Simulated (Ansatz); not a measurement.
Isolated molecules relaxed with PBE0-D4/def2-TZVP in Ansatz; ΔE leaves out vibrations. CBS: MP2 limit from def2 TZ/QZ plus the TZ coupled-cluster correction, frozen cores. This one scheme is used for every species. Each species was taken in one conformer, which may not be the lowest.

Consider the ligand exchange at the Si–O bond: `N[Si](N)(N)O` + HCl → `N[Si](N)(N)Cl` + H₂O.

```csv
species,CCSD(T)/CBS(def2) energy (Eh)
`N[Si](N)(N)O`,-532.74830
HCl,-460.38127
`N[Si](N)(N)Cl`,-916.74874
H₂O,-76.37941
```

(1) Work out ΔE.

(2) What do rigid-rotor, harmonic-oscillator terms from PBE0-D4/def2-TZVP frequencies (298.15 K, 1 bar) make of the CCSD(T)/CBS value? (Best estimate.)

Largest T1 diagnostic among the species: 0.010.

Answers

(1) ΔE = (-916.74874) + (-76.37941) − (-532.74830) − (-460.38127) = 0.00142 Eh = +3.7 kJ/mol.

(2) Ansatz gave: ΔZPE = +1.9 kJ/mol, ΔH = +8.7 kJ/mol, ΔS = 30 J/(mol·K), ΔG = -0.2 kJ/mol. Modes under 50 cm⁻¹ make the entropy rough.

From BLYP to BHLYP (50 % exact exchange), in def2-TZVPP and without D4, ΔE moves by +3.1 kJ/mol. The D4 term adds −3.9 kJ/mol with B3LYP and −2.1 kJ/mol with PBE0; it sums over pairs of atoms, weighted by their polarisabilities, and B3LYP, whose exchange is more repulsive, gets the larger term.

B3LYP here is the variant with VWN-RPA as its local correlation; programs differ in this.
